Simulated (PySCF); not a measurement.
SMILES C[Si] (CH₃Si), doublet, PBE0/def2-SVP optimised geometry.

```
5

C     -0.37    -0.32     0.00
Si    -1.17    -1.01     1.57
H     -0.74    -0.75    -0.94
H      0.74    -0.32     0.00
H     -0.68     0.75     0.00
```

Density from unrestricted PBE0/def2-TZVP in PySCF at that geometry.

Minimum of the electron density along straight lines between bonded atoms, close to the bond critical point (lines longer than 1.1 times the sum of covalent radii, or with two minima, are not listed):

```json
[
 {"bond": "C1–Si2", "length / Å": "1.899", "ρ at the minimum / e bohr⁻³": "___", "∇²ρ there / e bohr⁻⁵": "___", "position (fraction from the first atom)": "0.61"},
 {"bond": "C1–H3", "length / Å": "1.103", "ρ at the minimum / e bohr⁻³": "0.265", "∇²ρ there / e bohr⁻⁵": "-0.87", "position (fraction from the first atom)": "0.64"},
 {"bond": "C1–H4", "length / Å": "1.103", "ρ at the minimum / e bohr⁻³": "0.265", "∇²ρ there / e bohr⁻⁵": "-0.87", "position (fraction from the first atom)": "0.64"},
 {"bond": "C1–H5", "length / Å": "1.111", "ρ at the minimum / e bohr⁻³": "0.255", "∇²ρ there / e bohr⁻⁵": "___", "position (fraction from the first atom)": "0.64"}
]
```

**Question.** Complete the blanks.

**Answer.** 
- C1–Si2, ρ at the minimum / e bohr⁻³: 0.115
- C1–Si2, ∇²ρ there / e bohr⁻⁵: 0.17
- C1–H5, ∇²ρ there / e bohr⁻⁵: -0.80
